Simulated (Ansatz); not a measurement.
Frontier orbitals of `OCN[SiH3]`.

Z-matrix (Å, degrees):
```
C
N 1 1.433
O 1 1.405 2 112.6
H 1 1.100 2 107.8 3 123.0
H 1 1.095 2 112.6 3 -118.2
Si 2 1.720 1 124.6 3 -131.5
H 2 1.009 1 113.6 3 66.4
H 3 0.962 1 107.2 2 51.8
H 6 1.493 2 115.2 1 -74.4
H 6 1.487 2 108.0 1 45.4
H 6 1.485 2 107.6 1 165.3
```

The species carries charge 0 and has multiplicity 1. All single points use the PBE0-D4/def2-TZVP geometry. It is one conformer, not always the lowest. Basis def2-TZVPP, Ansatz 0.2.0.

```tsv
functional	HOMO (eV)	LUMO (eV)	gap (eV)
PBE	-5.85	-0.49	5.36
PBE0	-7.25	0.34	7.59
B3LYP	-7.03	0.09	7.12
HSE06 (plane-wave form)	-6.84	-0.03	6.81
ωB97X-V	-9.67	2.28	11.95
ωB97M-V	-9.59	1.89	11.48
```

A quarter of exact exchange (PBE0) shifts PBE's HOMO by −1.39 eV and its LUMO by +0.83 eV; full exchange at long range (ωB97M-V) shifts them by −3.73 and +2.38 eV. The gap opens from 5.36 to 11.48 eV, since occupied levels lose self-interaction and empty ones feel all the electrons. A positive LUMO is unbound and depends on the basis.

B3LYP here is the variant with VWN-RPA as its local correlation; programs differ in this.
